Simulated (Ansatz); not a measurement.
`C[As](C)[SiH3]` and `[CH3][Sb]([CH3])[SiH3]` differ in one element.

Ansatz, PBE0-D4/def2-TZVP geometries, multiplicity 1. 

Elements past krypton have def2 core potentials. Scalar relativity is left out up to krypton.

| property | `C[As](C)[SiH3]` |
| --- | --- |
| LUMO energy (B3LYP/def2-TZVPP) / eV | 0.04 |
| HOMO energy (PBE0/def2-TZVPP) / eV | -6.65 |
| zero-point energy (PBE0-D4/def2-TZVP) / kJ/mol | 259.9 |
| HOMO–LUMO gap (PBE0/def2-TZVPP) / eV | 6.90 |
| LUMO energy (PBE/def2-TZVPP) / eV | -0.54 |
| HOMO–LUMO gap (PBE/def2-TZVPP) / eV | 5.09 |

(1) What does the change do to each property? (Best estimate.)

Answers

(1) Computed: 
```
                                      property  `[CH3][Sb]([CH3])[SiH3]`  shift
           LUMO energy (B3LYP/def2-TZVPP) / eV                     -0.46  -0.50
            HOMO energy (PBE0/def2-TZVPP) / eV                     -6.56   0.09
zero-point energy (PBE0-D4/def2-TZVP) / kJ/mol                     254.9   -5.0
          HOMO–LUMO gap (PBE0/def2-TZVPP) / eV                      6.31  -0.59
             LUMO energy (PBE/def2-TZVPP) / eV                     -0.98  -0.44
           HOMO–LUMO gap (PBE/def2-TZVPP) / eV                      4.64  -0.45
```

With PBE0 the HOMO rises by 0.09 eV and the LUMO falls by 0.51 eV, so the gap narrows by about 0.60 eV. PBE moves the HOMO by 0.00 eV and ωB97M-V by 0.16 eV.

B3LYP here is the variant with VWN-RPA as its local correlation; programs differ in this.

Spin–orbit coupling is left out; it splits and shifts lone-pair levels of the heavy atoms by tenths of an eV.
